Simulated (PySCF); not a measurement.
Structure from NMR data

An unknown has the formula C4H3F3O2. Its calculated NMR data are:

1H NMR (300 MHz, computed): δ 4.45 (m, 1H), 4.41 (m, 1H), 4.16 (m, 1H).

13C{1H} NMR (computed): δ 164.3 (C), 132.4 (C), 61.6 (CH), 60.6 (CH2).

PySCF 2.14 calculation with GIAO PBE0/pcSseg-1 shieldings and coordinates at the GFN2-xTB level; single conformer, non-relativistic, fast rotation and ring inversion assumed for equivalent nuclei, no solvent.

δ = σ(ref) − σ, references computed at the same level: 1H and 13C vs TMS.

Q: Which of these isomers gave the spectra?
A. O=C1OC[C@H]1C(F)(F)F
B. C=C(C(=O)O)C(F)(F)F
C. O=C1C[C@H](C(F)(F)F)O1
D. C=C(C=O)OC(F)(F)F

A: A. 

Rings plus π bonds: 2 (1 ring in the answer). 4 carbon signals for 4 carbons: no two carbons are equivalent. Carbon types of the structure: 2 × C, 1 × CH, 1 × CH2, which accounts for all hydrogens. δC 164.3: ester carbonyl carbon; it is a carbonyl in resonance with an O or N lone pair, the region of acids, esters and amides. δC 132.4: CF3 carbon; 3 electronegative neighbours deshield it. δC 61.6: sp3 CH α to a carbonyl. δC 60.6: sp3 CH2 bonded to O; pulled downfield by the heteroatom. δH 4.45, 4.41: hydrogen on an sp3 CH2 bonded to O; its carbon carries O, hence the downfield position.

The others: C=C(C=O)OC(F)(F)F has carbons computed at 189.8, 156.6, 130.3, 111.6; O=C1C[C@H](C(F)(F)F)O1 has carbons computed at 168.4, 132.5, 68.0, 45.3; C=C(C(=O)O)C(F)(F)F would give 2 signals for carbon-bound and other non-exchanging H, not 3.

Splittings by 19F in the carbon and heteronuclear signals aren't shown, as no couplings were computed. Shifts are as computed. Against solution values, carbons near 30 ppm lie about +3 ppm off and those near 130 ppm about +5 ppm. Of 1211 compounds with measured shifts, 218 miss one by over three times the rms of a fit or turn the order of signals round; such compounds aren't used in these exercises. Multiplicities follow the n + 1 count of equivalent neighbours, as no J values were calculated; m marks all less simple cases, F and P coupling included.
